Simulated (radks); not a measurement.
The numbers below are computed, except where a source is named.
Task: Pm+, configuration [Xe] 4f5 6s1. Code: a radial shooting solver on a logarithmic mesh with Libxc functionals. Model: Dirac Kohn-Sham, PBE, spin-unpolarised, spherical densities, finite nucleus; open shells are shared between the two j in proportion to 2j + 1; Fermi nuclear charge, rms radius 4.962 fm. Some entries of the table are withheld. Estimate them.

orbital     occ.  eigenvalue (Ry)  r(max) (bohr)  <r^2> (bohr^2)
1s1/2          2        -3306.009        0.01479       0.0007317
2s1/2          2        -537.6488        0.08396         0.01150
2p1/2          2        -509.1880        0.06370        0.008390
2p3/2          4        -468.0122        0.06924        0.009637
3s1/2          2        -117.5853         0.2388         0.07745
3p1/2          2              (1)         0.2258         0.07254
3p3/2          4              (2)         0.2376         0.07982
3d3/2          4        -75.87905            (3)         0.06447
3d5/2          6        -74.08469            (4)         0.06652
4s1/2          2        -23.73115         0.5524          0.3969
4p1/2          2              (5)         0.5590          0.4209
4p3/2          4              (6)         0.5843          0.4611
4d3/2          4              (7)            (8)          0.5409
4d5/2          6              (9)           (10)          0.5571
5s1/2          2         -3.51810          1.291           2.337
5p1/2          2         -2.27908          1.415           3.004
5p3/2          4         -2.03838          1.489           3.358
4f5/2    2.14286         -0.61828         0.6342           1.500
6s1/2          1         -0.61060          3.489           17.66
4f7/2    2.85714         -0.58364         0.6393           1.567

Result: 
(1) 3p1/2 eigenvalue (Ry): -105.3787
(2) 3p3/2 eigenvalue (Ry): -97.09870
(3) 3d3/2 r(max) (bohr): 0.1898
(4) 3d5/2 r(max) (bohr): 0.1932
(5) 4p1/2 eigenvalue (Ry): -19.08635
(6) 4p3/2 eigenvalue (Ry): -17.27982
(7) 4d3/2 eigenvalue (Ry): -9.64051
(8) 4d3/2 r(max) (bohr): 0.5980
(9) 4d5/2 eigenvalue (Ry): -9.31946
(10) 4d5/2 r(max) (bohr): 0.6063
